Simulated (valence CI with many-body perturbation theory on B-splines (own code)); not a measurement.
# E1 line list for Mn18+

Calculated by valence CI with perturbative core correlation (CI+MBPT): five valence electrons over a frozen Dirac-Fock core [He], a basis of 9 s, 9 p, 8 d, 6 f, 3 g, 1 h functions for each j, with the one-electron correlation potential Σ1 (screened to all orders), the two-electron term Σ2, the three-electron term Σ3, Breit, model QED; selected single and double excitations, second order for the rest (own B-spline code, finite nucleus).

No measured levels were compared; by estimate levels of excited configurations hold to 0.05 to 0.15 % of their energy, terms of the ground configuration to about 0.5 %. Among the levels kept, up to 2000 cm⁻¹ of a level comes from second order outside the variational space, and about a tenth of that is noise between levels of different J, which matters for small intervals.

Lines 151 to 200 of 275 in falling wavelength, among levels below 906.78 eV, chosen from the strongest by gf and those to the six lowest levels. Wavelengths and rates use the calculated energies, so an error of 600 cm⁻¹ moves a line at 15.51 Å by 0.0093 % and its rate by three times that or more. Electric multipoles are in the length gauge, E1 and E2 with the static RPA response of the core. Weak lines are less certain than strong ones. Lines between different terms over intervals too small for the method are left out, as are lines whose strength nearly cancels. The highest levels of a list are the least certain.

Names give the largest LS component (configuration and term), which can be under half, so a name can repeat, a term be missing and a line seem to break the LS rules; names also repeat where a configuration has a term twice. Letters in brackets count levels of one name in rising energy.

| λ vac (Å) | Upper | Lower | A (s⁻¹) | S (a.u.) with core polarisation | S without |
| --- | --- | --- | --- | --- | --- |
| 15.51 | 2s²2p²3s ⁴P_5/2 | 2s²2p³ ²D°_5/2 | 2.01e+11 | 2.23e-03 | 2.22e-03 |
| 15.51 | 2s²2p²3s ²D_3/2 | 2s²2p³ ²P°_3/2 | 1.53e+12 | 1.13e-02 | 1.12e-02 |
| 15.46 | 2s²2p²3s ²P_1/2 | 2s²2p³ ²D°_3/2 | 2.14e+12 | 7.82e-03 | 7.79e-03 |
| 15.46 | 2s2p³3s ⁴D°_1/2 | 2s2p⁴ ⁴P_1/2 | 8.88e+11 | 3.24e-03 | 3.23e-03 |
| 15.44 | 2s²2p²3s ²P_3/2 | 2s²2p³ ²D°_5/2 | 1.59e+12 | 1.16e-02 | 1.15e-02 |
| 15.42 | 2s2p³3s ⁴D°_3/2 | 2s2p⁴ ⁴P_3/2 | 9.14e+11 | 6.61e-03 | 6.59e-03 |
| 15.41 | 2s2p³3s ⁴D°_5/2 | 2s2p⁴ ⁴P_3/2 | 4.51e+11 | 4.89e-03 | 4.87e-03 |
| 15.39 | 2s²2p²3s ²D_3/2 | 2s²2p³ ²P°_1/2 | 9.67e+10 | 6.96e-04 | 6.94e-04 |
| 15.37 | 2s²2p²3s ²P_3/2 | 2s²2p³ ²D°_3/2 | 2.80e+11 | 2.01e-03 | 2.00e-03 |
| 15.34 | 2s²2p²3s ⁴P_1/2 | 2s²2p³ ⁴S°_3/2 | 1.06e+12 | 3.77e-03 | 3.76e-03 |
| 15.28 | 2s2p³3s ⁴D°_3/2 | 2s2p⁴ ⁴P_5/2 | 1.74e+11 | 1.23e-03 | 1.22e-03 |
| 15.28 | 2s2p³3s ⁴D°_5/2 | 2s2p⁴ ⁴P_5/2 | 8.61e+11 | 9.09e-03 | 9.06e-03 |
| 15.24 | 2s2p³3s ⁴D°_7/2 | 2s2p⁴ ⁴P_5/2 | 1.39e+12 | 1.94e-02 | 1.94e-02 |
| 15.24 | 2s²2p²3s ²S_1/2 | 2s²2p³ ²P°_3/2 | 8.80e+11 | 3.07e-03 | 3.06e-03 |
| 15.23 | 2s²2p²3s ²D_5/2 | 2s²2p³ ²D°_5/2 | 1.08e+12 | 1.13e-02 | 1.12e-02 |
| 15.22 | 2s²2p²3s ⁴P_3/2 | 2s²2p³ ⁴S°_3/2 | 9.26e+11 | 6.44e-03 | 6.42e-03 |
| 15.21 | 2s²2p²3s ²D_3/2 | 2s²2p³ ²D°_5/2 | 1.06e+11 | 7.35e-04 | 7.31e-04 |
| 15.15 | 2s²2p²3s ²D_5/2 | 2s²2p³ ²D°_3/2 | 4.01e+11 | 4.13e-03 | 4.11e-03 |
| 15.14 | 2s²2p²3s ²D_3/2 | 2s²2p³ ²D°_3/2 | 4.14e+11 | 2.84e-03 | 2.82e-03 |
| 15.13 | 2s²2p²3s ⁴P_5/2 | 2s²2p³ ⁴S°_3/2 | 9.36e+11 | 9.60e-03 | 9.57e-03 |
| 15.12 | 2s²2p²3s ²S_1/2 | 2s²2p³ ²P°_1/2 | 8.62e+11 | 2.94e-03 | 2.93e-03 |
| 15.06 | 2s²2p²3s ²P_3/2 | 2s²2p³ ⁴S°_3/2 | 7.86e+09 | 5.30e-05 | 5.27e-05 |
| 14.97 | 2s²2p²3d ⁴F_3/2 | 2s²2p³ ²P°_3/2 | 2.53e+10 | 1.68e-04 | 1.68e-04 |
| 14.87 | 2s²2p²3s ²S_1/2 | 2s²2p³ ²D°_3/2 | 4.48e+10 | 1.45e-04 | 1.45e-04 |
| 14.86 | 2s²2p²3d ⁴F_3/2 | 2s²2p³ ²P°_1/2 | 2.90e+10 | 1.88e-04 | 1.88e-04 |
| 14.86 | 2s²2p²3s ²D_5/2 | 2s²2p³ ⁴S°_3/2 | 3.33e+10 | 3.24e-04 | 3.23e-04 |
| 14.84 | 2s²2p²3s ²D_3/2 | 2s²2p³ ⁴S°_3/2 | 6.38e+09 | 4.12e-05 | 4.10e-05 |
| 14.84 | 2s²2p²3d ²P_3/2 [a] | 2s²2p³ ²P°_3/2 | 4.78e+11 | 3.08e-03 | 3.08e-03 |
| 14.82 | 2s²2p²3d ⁴D_1/2 | 2s²2p³ ²P°_3/2 | 2.00e+11 | 6.41e-04 | 6.42e-04 |
| 14.82 | 2s²2p²3d ⁴F_5/2 [b] | 2s²2p³ ²P°_3/2 | 1.13e+10 | 1.09e-04 | 1.09e-04 |
| 14.77 | 2s²2p²3d ⁴D_3/2 | 2s²2p³ ²P°_3/2 | 2.62e+11 | 1.67e-03 | 1.67e-03 |
| 14.76 | 2s²2p²3d ²F_5/2 | 2s²2p³ ²P°_3/2 | 9.94e+10 | 9.47e-04 | 9.48e-04 |
| 14.73 | 2s²2p²3d ²P_3/2 [a] | 2s²2p³ ²P°_1/2 | 4.07e+11 | 2.57e-03 | 2.57e-03 |
| 14.71 | 2s²2p²3d ⁴D_1/2 | 2s²2p³ ²P°_1/2 | 4.50e+11 | 1.41e-03 | 1.42e-03 |
| 14.70 | 2s²2p²3d ⁴P_5/2 | 2s²2p³ ²P°_3/2 | 2.28e+10 | 2.15e-04 | 2.15e-04 |
| 14.69 | 2s²2p²3d ⁴F_3/2 | 2s²2p³ ²D°_5/2 | 1.64e+10 | 1.03e-04 | 1.03e-04 |
| 14.67 | 2s²2p²3d ²P_1/2 [a] | 2s²2p³ ²P°_3/2 | 1.48e+12 | 4.63e-03 | 4.63e-03 |
| 14.67 | 2s²2p²3d ⁴P_3/2 | 2s²2p³ ²P°_3/2 | 8.40e+09 | 5.24e-05 | 5.25e-05 |
| 14.66 | 2s²2p²3d ⁴D_3/2 | 2s²2p³ ²P°_1/2 | 4.21e+11 | 2.62e-03 | 2.62e-03 |
| 14.66 | 2s²2p²3d ⁴P_1/2 | 2s²2p³ ²P°_3/2 | 1.02e+11 | 3.17e-04 | 3.18e-04 |
| 14.65 | 2s²2p²3d ⁴F_5/2 [a] | 2s²2p³ ²D°_5/2 | 8.63e+10 | 8.02e-04 | 8.03e-04 |
| 14.62 | 2s²2p²3d ⁴F_3/2 | 2s²2p³ ²D°_3/2 | 5.85e+11 | 3.61e-03 | 3.61e-03 |
| 14.58 | 2s²2p²3d ⁴F_5/2 [a] | 2s²2p³ ²D°_3/2 | 4.80e+11 | 4.41e-03 | 4.42e-03 |
| 14.58 | 2s²2p²3d ²D_3/2 [a] | 2s²2p³ ²P°_3/2 | 1.21e+12 | 7.38e-03 | 7.39e-03 |
| 14.58 | 2s²2p²3d ²D_5/2 [a] | 2s²2p³ ²P°_3/2 | 2.79e+11 | 2.56e-03 | 2.56e-03 |
| 14.57 | 2s²2p²3d ²P_1/2 [a] | 2s²2p³ ²P°_1/2 | 5.05e+12 | 1.54e-02 | 1.54e-02 |
| 14.57 | 2s²2p²3d ⁴P_3/2 | 2s²2p³ ²P°_1/2 | 1.40e+10 | 8.52e-05 | 8.53e-05 |
| 14.56 | 2s²2p²3d ⁴F_7/2 | 2s²2p³ ²D°_5/2 | 2.47e+11 | 3.01e-03 | 3.01e-03 |
| 14.56 | 2s²2p²3d ²P_3/2 [a] | 2s²2p³ ²D°_5/2 | 6.20e+11 | 3.78e-03 | 3.78e-03 |
| 14.55 | 2s²2p²3d ⁴P_1/2 | 2s²2p³ ²P°_1/2 | 8.00e+11 | 2.43e-03 | 2.44e-03 |
